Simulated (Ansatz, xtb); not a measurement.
**Relative energy of two isomers of F3H3SiSn**

Structure I: `[F][SnH2][SiH](F)F`, a singlet. Structure II: `F[Si](F)(F)[SnH3]`, a singlet. Both are isolated molecules in the gas phase, relaxed with PBE0-D3(BJ)/def2-SVP; the shapes shown needn't be the lowest conformers.

I (Å):

```yaml
atoms:
  - { symbol: F, position_ang: [0.3602, 1.7927, 2.8031] }
  - { symbol: F, position_ang: [1.7796, -0.6783, 0.0281] }
  - { symbol: F, position_ang: [0.4955, 1.2790, -1.1306] }
  - { symbol: Si, position_ang: [0.3100, -0.0827, -0.2812] }
  - { symbol: Sn, position_ang: [-0.8210, 0.4995, 1.9547] }
  - { symbol: H, position_ang: [-0.9079, -0.8091, 3.0547] }
  - { symbol: H, position_ang: [-2.3189, 1.3110, 1.7880] }
  - { symbol: H, position_ang: [-0.4099, -1.0617, -1.1374] }
```

II (Å):

```xyz
8

F    -1.2467    3.1716   -1.3410
F    -0.5947    2.6769    1.1082
F    -2.9850    3.4752    0.5445
Si   -1.7845    2.5330    0.0345
Sn   -2.5233    0.1151   -0.2578
H    -3.0872   -0.4720    1.2428
H    -3.7735    0.0595   -1.4190
H    -1.1875   -0.8072   -0.7863
```

Quicker runs give these differences E(II) − E(I): GFN2-xTB −0.782 eV; HF/STO-3G −1.069 eV (at GFN2-xTB geometries); r2SCAN-D4/def2-SVP −1.099 eV (at GFN2-xTB geometries).

Problem. Estimate E(II) − E(I) at the level CCSD(T)/def2-SVP + ΔMP2/def2-TZVPP.

Solution. Calculated at CCSD(T)/def2-SVP + ΔMP2/def2-TZVPP: E(II) − E(I) = −1.280 eV, so structure II lies lower.

The same difference at several levels:

```
                             level              geometry  E(II) − E(I) (eV)  departure from the last row (eV)  job, with rough time for the two
                          GFN2-xTB              GFN2-xTB              −0.782                            +0.498              optimisation, 0.21 s
                         HF/STO-3G              GFN2-xTB              −1.069                            +0.211               single point, 1.8 s
                r2SCAN-D4/def2-SVP              GFN2-xTB              −1.099                            +0.181               single point, 3.7 s
              PBE0-D3(BJ)/def2-SVP  PBE0-D3(BJ)/def2-SVP              −1.164                            +0.116                optimisation, 53 s
                       HF/def2-SVP  PBE0-D3(BJ)/def2-SVP              −1.117                            +0.163           part of the CCSD(T) run
                      MP2/def2-SVP  PBE0-D3(BJ)/def2-SVP              −1.133                            +0.147           part of the CCSD(T) run
                  CCSD(T)/def2-SVP  PBE0-D3(BJ)/def2-SVP              −1.136                            +0.144                      single point
CCSD(T)/def2-SVP + ΔMP2/def2-TZVPP  PBE0-D3(BJ)/def2-SVP              −1.280                                                  single point, 47 s
```

As drawn, II has 1 F–Si, 1 Sn–H in place of 1 F–Sn, 1 Si–H.

None of the levels shown reverses the order. The largest departure from CCSD(T)/def2-SVP + ΔMP2/def2-TZVPP is that of GFN2-xTB, 0.498 eV. The last row adds to CCSD(T) the change of the MP2 difference between the two basis sets, here −0.144 eV, a large step that makes the value less sure.

With harmonic frequencies from PBE0-D3(BJ)/def2-SVP (ideal gas, rigid rotor, one conformer each, 298.15 K, 1 atm): on the last row, ΔE + ΔZPE = −1.304 eV. A mode under 50 cm⁻¹ makes harmonic enthalpies and free energies unreliable, so none is given.

The correlated steps freeze 12 core orbitals; the filled d shell of Sn is correlated, in a basis made for valence electrons. Atoms past krypton carry core potentials in the def2 sets, other sets are all-electron and non-relativistic, and no spin–orbit term is included. Codes used: Ansatz 0.2.0, xtb 6.7.1; the last row on 2 threads of Intel(R) Xeon(R) Platinum 8375C CPU @ 2.90GHz (Ice Lake) on a shared host.
